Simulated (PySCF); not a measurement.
Rows and methods have been separated. Pair them.

Species: hexafluorophosphate, PF₆ (charge -1).
SMILES: `F[P-](F)(F)(F)(F)F`

The closed-shell ground state was solved 3 times with PySCF (density fitting, gas phase), always in the pcSseg-2 basis (259 functions), with these functionals: KT3, PBE0 and wB97X-D. Isolated species at its PBE0-D3(BJ)/def2-TZVP geometry, gas phase. No diffuse functions stand in pcSseg-2, which bears on an anion's orbital energies.

| row | total energy (Eh) | HOMO (eV) | LUMO (eV) |
| --- | --- | --- | --- |
| P | -940.3146 | -5.50 | 7.32 |
| Q | -950.4738 | -3.50 | 5.94 |
| R | -940.8346 | -7.48 | 9.31 |

Problem. Which functional belongs to which row?

Solution. P = PBE0, Q = KT3, R = wB97X-D. By rising HOMO–LUMO gap: KT3 (GGA) 9.44 eV; PBE0 (global hybrid, 25 % exact exchange) 12.82 eV; wB97X-D (range-separated hybrid) 16.79 eV. Total energies of different functionals aren't bounds to one another; each is stationary for its own functional.

wB97X-D is run here without its empirical dispersion term; that term would change no orbital, density or response property at a fixed geometry.
